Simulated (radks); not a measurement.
Q: Ionisation of the krypton ion Kr+, [Ar] 3d10 4s2 4p5, to [Ar] 3d10 4s2 4p4 as the strength of local exchange is varied. Calculated with a radial shooting solver on a logarithmic mesh with Libxc functionals: Dirac Kohn-Sham, Slater X-alpha exchange (alpha = 2/3 is LDA exchange), no correlation, spin-unpolarised, spherical densities, finite nucleus; open shells fill j = l - 1/2 first; Fermi nuclear charge, rms radius 4.1884 fm.

| alpha | E(Kr+) (hartree) | exchange (hartree) | IE (eV) | -e of the level emptied (eV) | <r> of it (bohr) |
|---|---|---|---|---|---|
| 0.574 | -2770.87495 | -76.70911 | 22.274 | 16.793 (4p3/2) | 1.889 |
| 0.581 | -2771.81058 | -77.66967 | 22.375 | 16.887 (4p3/2) | 1.886 |
| 0.667 | -2783.33010 | -89.52010 | 23.634 | 18.060 (4p3/2) | 1.854 |
| 0.74 | -2793.14407 | -99.65049 | 24.728 | 19.085 (4p3/2) | 1.828 |
| ? | -2789.51042 | -95.89601 | 24.320 | 18.703 (4p3/2) | 1.838 |

Which alpha was used in the last row?

A: alpha = 0.713. NIST Atomic Spectra Database: 24.360 eV (measured). The Delta-SCF value meets it near alpha = 0.72. Spin polarisation and multiplet splitting are left out, so open shells lie too high by an amount that depends on their filling.

Beside tabulated values, note that spin-unpolarised runs miss the spin-polarisation part of the exchange energy of open shells.
